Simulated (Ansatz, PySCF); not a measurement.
Hf(Cl)2(SH)2 (Cl2H2HfS2), SMILES [SH][Hf]([Cl])([Cl])[SH], multiplicity 1.

Geometry: PBE-D3(BJ)/def2-SVP. The spin state was assumed, not searched. The structure was generated by enumeration; whether it is a known compound was not checked. The def2 effective core potentials stand for the cores of Hf; spin–orbit coupling is left out. Other conformers were not sampled.

Vertical ionisation energy (IE) and electron affinity (EA) in eV. Rows of orbital energies are one-electron estimates. Where ΔSCF, EOM or ADC give a negative EA the extra electron is unbound and the value depends on the basis.

```tsv
level	IE	EA
−ε(HOMO), −ε(LUMO), ωB97X/def2-TZVP (PySCF)	10.45	0.16
−ε(HOMO), −ε(LUMO), PBE/def2-TZVP (PySCF)	6.87	3.02
ΔSCF, PBE0/def2-SVPD (Ansatz), final states of multiplicity 2 and 2	___	___
ΔSCF, PBE/def2-SVPD (Ansatz), final states of multiplicity 2 and 2	9.61	0.69
```

Task: Fill in the missing entries. (An estimate is asked for; the answer gives what the named calculation found.)

Result: 
- ΔSCF, PBE0/def2-SVPD (Ansatz, a program for electronic structure), final states of multiplicity 2 and 2, IE: 10.01
- ΔSCF, PBE0/def2-SVPD (Ansatz), final states of multiplicity 2 and 2, EA: 0.85

Task: What vertical singlet–triplet gap does ΔSCF give with PBE0/def2-SVPD (Ansatz) and with PBE/def2-SVPD (Ansatz)? (The exact figures need the calculation; the answer reports its results.)

Result: 4.24 and 4.03 eV (triplet above singlet where positive).
